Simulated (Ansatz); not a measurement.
Cost and result for the atomization energy of Br2GaH (`[Br][GaH][Br]`) (4 atoms, 3 bonds).

The species carries charge 0 and has multiplicity 1. Correlated methods include outer-core shells of Br, Ga, which these sets cover unevenly. Scalar relativity is left out up to krypton. Geometry: relaxed with PBE0-D4/def2-TZVP. Program: Ansatz. All runs use 2 threads of a server CPU on a shared host. Times are those of one run each, without the atoms' runs, and a repeat can differ threefold. Electronic energies, without spin–orbit coupling; frozen cores. CCSD(T)/CBS adds CCSD(T) − MP2 in def2-TZVPP to the MP2 limit, and its time is that of the two runs behind it. T1 = 0.009. With those shells the extrapolation isn't a true limit.

CCSD(T)/CBS is a level of theory with its own doubt, some kJ/mol a heavy atom from the limit and from the frozen cores, so smaller differences don't rank the functionals.

```csv
level,functions,wall time
PBE-D4/def2-TZVPP (with forces),158,2.7 s
PBE0-D4/def2-TZVPP,158,3.8 s
BHLYP-D4/def2-TZVPP,158,4.4 s
CAM-B3LYP-D4/def2-TZVPP,158,4.5 s
CCSD(T)/def2-SVP,101,4.5 s
r2SCAN-D4/def2-TZVPP (with forces),158,6.5 s
B2PLYP/def2-TZVPP,158,6.5 s
PBE-QIDH/def2-TZVPP,158,7 s
B97M-V/def2-TZVPP,158,11 s
ωB97M-V/def2-TZVPP (with forces),158,15 s
MP2/def2-QZVPP,297,20 s
CCSD(T)/def2-TZVPP,158,28 s
CCSD(T)/CBS(def2),–,47 s
```

Problem. What atomization energy does each give, and how far from CCSD(T)/CBS? (Estimate.)

Solution. Computed: 
```tsv
level	atomization (kcal/mol)	difference from CCSD(T)/CBS	per bond
PBE-D4/def2-TZVPP (with forces)	223.6	-4.5	-1.5
PBE0-D4/def2-TZVPP	223.3	-4.8	-1.6
BHLYP-D4/def2-TZVPP	215.7	-12.4	-4.1
CAM-B3LYP-D4/def2-TZVPP	218.1	-10.0	-3.3
CCSD(T)/def2-SVP	210.6	-17.5	-5.8
r2SCAN-D4/def2-TZVPP (with forces)	228.7	0.6	0.2
B2PLYP/def2-TZVPP	218.3	-9.8	-3.3
PBE-QIDH/def2-TZVPP	227.5	-0.6	-0.2
B97M-V/def2-TZVPP	224.8	-3.3	-1.1
ωB97M-V/def2-TZVPP (with forces)	219.9	-8.2	-2.7
MP2/def2-QZVPP	232.7	4.6	1.5
CCSD(T)/def2-TZVPP	222.1	-6.0	-2.0
CCSD(T)/CBS(def2)	228.1	0.0	0.0
```

At CCSD(T), def2-SVP lies −17.5 kcal/mol from the extrapolated value and def2-TZVPP −5.9 kcal/mol: correlation converges slowly with the basis, and small sets miss more of it in the bonded molecule than in its fragments. In def2-TZVPP, CCSD(T) changes the Hartree–Fock value by +54.0 kcal/mol (the triples alone add +4.5 kcal/mol) and MP2 by +61.4 kcal/mol; breaking electron pairs costs correlation energy, which Hartree–Fock lacks. Leaving LDA and LC-ωPBE aside and taking each functional with its dispersion term where it has one, the values, not all of them listed here, spread over 15.7 kcal/mol, from BLYP-D4 to r2SCAN-D4. LDA lies +34.9 kcal/mol from PBE without D4, its usual overbinding.
